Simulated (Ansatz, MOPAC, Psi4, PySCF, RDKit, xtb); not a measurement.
Complex: NH3 (SMILES N) (first 4 atoms) with C3H6 (SMILES C=CC); geometry from B3LYP-D3(BJ)/def2-TZVP, rigid monomers moved along the line of their centres of mass till H4···C6 is 4.70 Å.
(charge 0, multiplicity 1):
```xyz
13

N     -0.21106    -0.20862     0.53719
H     -0.71185    -0.85499    -0.06195
H      0.73847    -0.14826     0.18707
H     -0.16549    -0.62346     1.46246
C      0.18855    -0.71902     6.31877
C     -0.45627     0.40828     6.04085
C      0.18856     1.72300     5.74136
H      1.27179    -0.75608     6.36072
H     -0.34032    -1.64148     6.52197
H     -1.54278     0.39468     6.01080
H     -0.15999     2.49510     6.43292
H      1.27535     1.66066     5.81580
H     -0.07190     2.05213     4.73196
```

| level | interaction energy (kJ/mol) | cost |
|---|---|---|
| MMFF94 | -0.9 | - |
| UFF | -0.7 | - |
| GFN-FF | 1.1 | - |
| AM1 | -0.3 | - |
| PM3 | -0.2 | - |
| PM6 | -0.9 | - |
| PM7 | -1.7 | - |
| GFN1-xTB | -0.7 | - |
| GFN2-xTB | -1.3 | - |
| HF/STO-3G (no counterpoise) | -0.4 | - |
| HF/3-21G (no counterpoise) | -1.0 | - |
| HF/6-31G* | -0.9 | - |
| HF/6-31G* (no counterpoise) | -1.0 | - |
| HF/aug-cc-pVDZ | -1.0 | - |
| PBE/def2-TZVPPD | -1.1 | ×1 |
| PBE-D3(BJ)/def2-TZVPPD | -1.6 | ×1 |
| PBE-D4/def2-TZVPPD | -1.4 | ×1 |
| BP86/6-31G* (no counterpoise) | -0.8 | - |
| r2SCAN/def2-TZVPPD | -1.0 | ×1 |
| r2SCAN-D3(BJ)/def2-TZVPPD | -1.4 | ×1 |
| r2SCAN-D4/def2-TZVPPD | -1.4 | ×1 |
| B3LYP/3-21G (no counterpoise) | -0.9 | - |
| B3LYP/6-31G* | -0.8 | - |
| B3LYP/6-31G* (no counterpoise) | -0.8 | - |
| B3LYP/6-311+G** (no counterpoise) | -0.9 | - |
| B3LYP/def2-TZVPPD | -0.7 | ×1 |
| B3LYP-D3(BJ)/def2-TZVPPD | -1.3 | ×1 |
| B3LYP-D4/def2-TZVPPD | -1.1 | ×1 |
| PBE0/def2-TZVPPD | -1.0 | ×1 |
| PBE0-D3(BJ)/def2-TZVPPD | -1.6 | ×1 |
| PBE0-D4/def2-TZVPPD | -1.4 | ×1 |
| M06-2X/6-31G* (no counterpoise) | -1.1 | - |
| wB97X-V/def2-TZVPPD | -1.4 | ×3 |
| wB97M-V/def2-TZVPPD | -1.4 | ×3 |
| MP2/6-31G* | -1.0 | - |
| MP2/6-31G* (no counterpoise) | -1.1 | - |
| MP2/aug-cc-pVDZ | -1.4 | - |
| SCS-MP2/aug-cc-pVDZ | -1.2 | - |
| CCSD(T)/aug-cc-pVDZ | -1.3 | ×10 |
| SAPT0/jun-cc-pV(D+d)Z | -1.4 | - |

The rows run from -1.7 (PM7) to 1.1 kJ/mol (GFN-FF). In aug-cc-pVDZ the value moves HF -1.0, MP2 -1.4, CCSD(T) -1.3, a shift of -0.3 from HF to CCSD(T). The dispersion term adds -0.5 in PBE-D3(BJ), -0.4 in PBE-D4, -0.4 in r2SCAN-D3(BJ). The 6 functionals in def2-TZVPPD without D3 or D4 span 0.7, from wB97M-V to B3LYP.

Counterpoise-corrected where a basis set is named; no monomer relaxation. Rows marked so take none. RDKit's UFF carries no charges.

Correlated levels freeze the cores. Rows in 3-21G, 6-311+G**, 6-31G*, STO-3G carry no dispersion term and start afresh at each structure (6-31G* with six Cartesian d functions). MP2/6-31G* freezes PySCF's default core. The state that AM1, PM3, PM6, PM7 reach isn't checked; PM7 holds dispersion and hydrogen-bond terms.

Run with Ansatz (Gaussian basis) for Hartree–Fock, density functionals and correlated methods; MOPAC for AM1, PM3, PM6, PM7 (differences of heats of formation); Psi4 for SAPT; PySCF for 3-21G rows, 6-311+G** rows, 6-31G* rows, STO-3G rows, the dispersion terms; RDKit for the force fields; xtb for the GFN methods. Each number belongs to the level named beside it.

Costs are rough ratios of core time to PBE/def2-TZVPPD (about 10 s over the structures, on one shared machine); a dash marks a level with no comparable run of its own.

Ansatz is an electronic-structure program.
